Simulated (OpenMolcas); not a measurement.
A calculation on P.

- Program: OpenMolcas 26.06
- Method: XMS-CASPT2, IPEA 0.25 Eh, imaginary shift 0.1 Eh (closed shells correlated: 2s 2p 3s)
- Basis: ANO-RCC-VTZP [5s4p2d1f]
- Scalar Hamiltonian: DKH2, point nucleus
- Active space: 3 electrons in 3 orbitals (3p)
- State averaging: 2S+1 = 4 odd, 1 root; 2S+1 = 2 odd, 8 roots
- Spin-orbit coupling: state interaction with AMFI integrals over the reference wave functions, term energies averaged over their components

Question: Which level of the active space comes out lowest?

Answer: 3s² 3p³ ⁴S°_3/2, with 100 % of that term; it is also the measured ground level.

Question: How high does 3s² 3p³ ²P°_3/2 lie?

Answer: 19410 cm⁻¹ above the lowest level; measured 18748 cm⁻¹ above the ground level, so the calculation is off by +4 %.

Question: How high does 3s² 3p³ ²D°_5/2 lie?

Answer: 11520 cm⁻¹ above the lowest level; measured 11377 cm⁻¹ above the ground level, so the calculation is off by +1 %.

Question: How high does 3s² 3p³ ²P°_1/2 lie?

Answer: 19400 cm⁻¹ above the lowest level; measured 18723 cm⁻¹ above the ground level, so the calculation is off by +4 %.

Measured values: NIST Handbook of Basic Atomic Spectroscopic Data.

CASPT2 does not keep the components of a term degenerate, so their means are used; among the terms shown or strongly mixed into the levels shown the widest spread is 2100 cm-1 (3s² 3p³ ²D°). With the s shell closed, the reference lacks s² → p² mixing. Computed and measured levels are paired by configuration, term and J; levels that our copy of the source lacks, or whose pairing is in doubt (as where it misses far off the trend of its configuration), stay unpaired and out of the deviations. Levels of configurations outside the active space are missing.

° marks odd parity.
